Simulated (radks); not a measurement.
All-electron atom: Ti2+ in [Ar] 3d2 (the NIST ground configuration). Calculated with a radial shooting solver on a logarithmic mesh with Libxc functionals: non-relativistic Kohn-Sham, BLYP, spin-unpolarised, spherical densities, point nucleus.

Local quantities along the radius. ELF = 1/(1 + alpha^2) is the electron localisation function; alpha = (tau - tau_W)/tau_unif compares the Pauli kinetic energy density with that of the uniform gas; s = |grad rho|/(2 (3 pi^2)^(1/3) rho^(4/3)) is the reduced gradient; -r V(r) is the screened charge that the Kohn-Sham potential presents (atomic units); r v_xc is r times the local exchange-correlation potential (hartree bohr).

| r (bohr) | ELF | alpha | s | -r V(r) | r v_xc |
|---|---|---|---|---|---|
| 0.002988 | 1.000 | 0.01364 | 0.3863 | 21.82 | -0.09364 |
| 0.003891 | 1.000 | 0.01439 | 0.3914 | 21.76 | -0.1092 |
| 0.005108 | 1.000 | 0.01547 | 0.3983 | 21.67 | -0.1295 |
| 0.006704 | 1.000 | 0.01701 | 0.4075 | 21.55 | -0.1550 |
| 0.0088 | 1.000 | 0.01927 | 0.4199 | 21.40 | -0.1867 |
| 0.01146 | 0.999 | 0.02259 | 0.4360 | 21.20 | -0.2238 |
| 0.01504 | 0.999 | 0.02801 | 0.4584 | 20.94 | -0.2691 |
| 0.01974 | 0.999 | 0.03717 | 0.4891 | 20.60 | -0.3207 |
| 0.02571 | 0.997 | 0.05325 | 0.5299 | 20.19 | -0.3749 |
| 0.03374 | 0.993 | 0.08622 | 0.5874 | 19.66 | -0.4307 |
| 0.04429 | 0.975 | 0.1603 | 0.6639 | 19.00 | -0.4798 |
| 0.05813 | 0.894 | 0.3452 | 0.7528 | 18.20 | -0.5149 |
| 0.0757 | 0.619 | 0.7847 | 0.8034 | 17.28 | -0.5323 |
| 0.09936 | 0.306 | 1.507 | 0.6855 | 16.17 | -0.5426 |
| 0.1304 | 0.305 | 1.509 | 0.4023 | 14.92 | -0.5873 |
| 0.1698 | 0.577 | 0.8564 | 0.2947 | 13.61 | -0.7150 |
| 0.2229 | 0.803 | 0.4950 | 0.3935 | 12.15 | -0.8301 |
| 0.2926 | 0.837 | 0.4408 | 0.6012 | 10.63 | -0.8622 |
| 0.384 | 0.586 | 0.8405 | 0.8784 | 9.122 | -0.7965 |
| 0.5001 | 0.143 | 2.453 | 0.7926 | 7.678 | -0.7043 |
| 0.6564 | 0.315 | 1.476 | 0.2360 | 6.319 | -0.7763 |
| 0.8616 | 0.779 | 0.5333 | 0.3429 | 5.122 | -0.9686 |
| 1.122 | 0.820 | 0.4679 | 0.6198 | 4.064 | -0.9785 |
| 1.473 | 0.650 | 0.7345 | 1.020 | 3.287 | -0.8605 |
| 1.933 | 0.243 | 1.764 | 1.658 | 2.821 | -0.6854 |
| 2.537 | 0.037 | 5.130 | 2.646 | 2.582 | -0.5474 |
| 3.304 | 0.006 | 12.89 | 4.359 | 2.450 | -0.4432 |
| 4.336 | 0.001 | 35.47 | 9.101 | 2.299 | -0.2981 |
| 5.692 | 0.000 | 154.4 | 25.23 | 2.188 | -0.1880 |

On this mesh the ELF has minima near r = 0.11, 0.50 bohr, which separate the shells, and maxima near 0.26 (0.84), 0.99 (0.83).
